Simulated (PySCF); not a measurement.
# From computed data to an observable: chemical shift, span and skew from a shielding tensor

CCl3, SMILES Cl[C-](Cl)Cl, charge -1. Atoms are numbered in the order given.

```xyz
4

C      0.0000     0.0000    -0.7438
Cl     1.5003    -0.8662     0.0875
Cl     0.0000     1.7324     0.0875
Cl    -1.5003    -0.8662     0.0875
```
Charge -1, spin multiplicity 1.

Geometry: r2SCAN-D4/def2-SVPD.

GIAO shieldings from B3LYP/pcSseg-2 (PySCF), non-relativistic, no solvent. The symmetric part of the tensor of C1 has the principal values -93.2, -93.2, -2.3 ppm. The same nucleus in TMS has σ = 181.3 ppm at this level (PySCF, at its B3LYP-D3(BJ)/def2-TZVP geometry). Without spin–orbit terms, shifts of atoms bonded to Cl or Br come out too high.

Question: Work out the isotropic shielding, the ¹³C shift against TMS, the span and the skew.

Answer: 
σ(iso) = (σ11 + σ22 + σ33)/3 = -62.9 ppm. δ = σ(ref) − σ(iso) = 181.3 − (-62.9) = 244.2 ppm.
Span Ω = σ33 − σ11 = 90.9 ppm. Skew κ = 3(σ(iso) − σ22)/Ω = 1.00, an axial tensor. Tumbling in solution averages the tensor to δ; in a static solid the shielding alone would spread this spin-1/2 line over Ω.
